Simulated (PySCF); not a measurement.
## Identify the compound

The spectra below were simulated for a compound C3H5F3O2Si.

1H NMR (600 MHz, computed): δ 5.25 (m, 1H), 5.18 (s, 2H), 4.48 (m, 1H), 1.92 (br s, 1H).

13C{1H} NMR (computed): δ 154.5 (C), 129.2 (C), 97.1 (CH2).

All values are calculated (PySCF): NMR shieldings at PBE0/pcSseg-1/GIAO, geometry: GFN2-xTB. One conformer, gas phase, non-relativistic Hamiltonian, one averaged value for each set of equivalent atoms.

Chemical shifts δ = σref − σ; 1H, 13C against TMS, all at this level.

What is the structure?

Answers


1. Rings plus π bonds: 1 (no ring in the answer).
2. 3 carbon signals for 3 carbons: no two carbons are equivalent.
3. Carbon types of the structure: 2 × C, 1 × CH2, leaving 3 H on heteroatoms.
4. δC 154.5: alkene carbon bearing oxygen; an sp2 carbon further deshielded by the attached heteroatom.
5. δC 129.2: CF3 carbon; 3 electronegative neighbours deshield it.
6. δC 97.1: β carbon of an enol-ether or enamine type C=C; the O or N lone pair pushes π density onto this β carbon and shields it.
7. δH 5.25, 4.48: hydrogen on a β carbon of an enol-ether or enamine type C=C.
8. δH 5.18: hydrogen on a silicon bonded to 2 O.
9. δH 1.92: hydrogen on an oxygen bonded to Si; exchangeable; this is the value without hydrogen bonding to other molecules.

These data were computed for SMILES C=C(O[SiH2]O)C(F)(F)F.

The data come from this structure; uniqueness wasn't tested.

The OH or NH signal is concentration- and solvent-dependent in practice; the value given is the gas-phase one. Splittings by 19F in the carbon and heteronuclear signals aren't shown, as no couplings were computed. Shifts are as computed. Against solution values, carbons near 30 ppm lie about +3 ppm off and those near 130 ppm about +5 ppm. Of 1211 compounds with measured shifts, 218 miss one by over three times the rms of a fit or turn the order of signals round; such compounds aren't used in these exercises. Multiplicities follow the n + 1 count of equivalent neighbours, as no J values were calculated; m marks all less simple cases, F and P coupling included.
